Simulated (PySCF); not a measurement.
Polarisability and C₆ of Sr⁺ (strontium, charge +1)

[Kr] 5s1, 2S determinant. All numbers are calculated (PySCF 2.14, scalar relativity by spin-free X2C-1e, in aug-cc-pVQZ-X2C (9s8p6d3f2g, 102 functions)). Coupled (time-dependent) response in atomic units; α is the mean over directions.

```json
{"method": "M06-L", "mean α (bohr³)": "91.35", "C₆ (like pair)": "795.6", "S(−4)": "6814"}
{"method": "M06-2X", "mean α (bohr³)": "167.8", "C₆ (like pair)": "1777", "S(−4)": "26440"}
```

S(−4) is the Cauchy moment in α(ω) = α(0) + S(−4) ω² + …

α(iu) at M06-L:

| u (hartree) | α(iu) (bohr³) |
| --- | --- |
| 0 | 91.35 |
| 0.0500 | 77.14 |
| 0.100 | 53.40 |
| 0.200 | 26.10 |
| 0.300 | 15.91 |
| 0.500 | 8.919 |
| 0.750 | 5.842 |
| 1.00 | 4.262 |
| 1.50 | 2.557 |
| 2.00 | 1.679 |
| 3.00 | 0.8632 |
| 5.00 | 0.3446 |

A single London oscillator, α(iu) = α/(1 + u²/ω²), gives C₆ = (3/4) ω α². Matching the computed C₆ needs ω = 4 × 795.6 / (3 × 91.35²) = 0.127 hartree.

For an ion, C₆ is the dispersion term alone; charge-induced terms of lower order in 1/R come first.
